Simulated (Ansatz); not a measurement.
C$_{4}$H$_{16}$BNSi$_{2}$ (`BN([SiH2]C)[Si](C)(C)C`). Total charge 0; spin multiplicity 1. Geometry: relaxed with PBE0-D4/def2-TZVP. It is one conformer, not always the lowest.

```xyz
24

B     2.145    0.313   -0.490
N     0.889   -0.208   -0.137
Si    0.911   -1.511    1.042
C     1.201   -0.863    2.764
Si   -0.644    0.403   -0.773
C    -0.367    1.963   -1.755
C    -1.407   -0.910   -1.861
C    -1.766    0.766    0.679
H     2.250    1.223   -1.263
H     3.138   -0.162   -0.001
H    -0.409   -2.199    0.983
H     1.962   -2.492    0.670
H     2.162   -0.348    2.821
H     1.207   -1.681    3.490
H     0.417   -0.158    3.050
H     0.256    1.788   -2.635
H    -1.333    2.345   -2.097
H     0.111    2.741   -1.155
H    -0.756   -1.137   -2.709
H    -1.577   -1.838   -1.310
H    -2.370   -0.575   -2.256
H    -1.329    1.526    1.332
H    -2.732    1.141    0.330
H    -1.960   -0.128    1.279
```

Task: What is the dipole moment at r2SCAN/def2-TZVPP? (Estimate.)

Result: Computed: 1.53 D, with components (-1.42, 0.30, 0.51) D in this frame, pointing from negative to positive charge.

Task: And with PBE, B3LYP, ωB97M-V? (Estimate.)

Result: Computed: PBE 1.60 D, B3LYP 1.46 D, ωB97M-V 1.45 D.

Task: Give the Mulliken charges with r2SCAN, PBE, ωB97M-V in def2-TZVPP. (An estimate is asked.)

Result: The calculation gave: 
```json
{"atom": "B1", "r2SCAN": "-0.06", "PBE": "-0.17", "ωB97M-V": "-0.18"}
{"atom": "N2", "r2SCAN": "-0.20", "PBE": "-0.02", "ωB97M-V": "-0.22"}
{"atom": "Si3", "r2SCAN": "0.34", "PBE": "0.24", "ωB97M-V": "0.23"}
{"atom": "C4", "r2SCAN": "-0.29", "PBE": "-0.36", "ωB97M-V": "-0.43"}
{"atom": "Si5", "r2SCAN": "0.47", "PBE": "0.35", "ωB97M-V": "0.42"}
{"atom": "C6", "r2SCAN": "-0.30", "PBE": "-0.37", "ωB97M-V": "-0.47"}
{"atom": "C7", "r2SCAN": "-0.30", "PBE": "-0.35", "ωB97M-V": "-0.42"}
{"atom": "C8", "r2SCAN": "-0.32", "PBE": "-0.36", "ωB97M-V": "-0.45"}
{"atom": "H9", "r2SCAN": "-0.02", "PBE": "0.00", "ωB97M-V": "0.06"}
{"atom": "H10", "r2SCAN": "-0.03", "PBE": "-0.01", "ωB97M-V": "0.05"}
{"atom": "H11", "r2SCAN": "-0.08", "PBE": "-0.07", "ωB97M-V": "-0.02"}
{"atom": "H12", "r2SCAN": "-0.08", "PBE": "-0.06", "ωB97M-V": "-0.02"}
{"atom": "H13", "r2SCAN": "0.08", "PBE": "0.11", "ωB97M-V": "0.13"}
{"atom": "H14", "r2SCAN": "0.07", "PBE": "0.10", "ωB97M-V": "0.12"}
{"atom": "H15", "r2SCAN": "0.07", "PBE": "0.10", "ωB97M-V": "0.12"}
{"atom": "H16", "r2SCAN": "0.08", "PBE": "0.10", "ωB97M-V": "0.13"}
{"atom": "H17", "r2SCAN": "0.07", "PBE": "0.10", "ωB97M-V": "0.11"}
{"atom": "H18", "r2SCAN": "0.07", "PBE": "0.10", "ωB97M-V": "0.13"}
{"atom": "H19", "r2SCAN": "0.07", "PBE": "0.10", "ωB97M-V": "0.12"}
{"atom": "H20", "r2SCAN": "0.07", "PBE": "0.10", "ωB97M-V": "0.11"}
{"atom": "H21", "r2SCAN": "0.07", "PBE": "0.09", "ωB97M-V": "0.11"}
{"atom": "H22", "r2SCAN": "0.07", "PBE": "0.10", "ωB97M-V": "0.12"}
{"atom": "H23", "r2SCAN": "0.07", "PBE": "0.09", "ωB97M-V": "0.12"}
{"atom": "H24", "r2SCAN": "0.08", "PBE": "0.10", "ωB97M-V": "0.12"}
```

B3LYP here is the variant with VWN-RPA as its local correlation; programs differ in this.
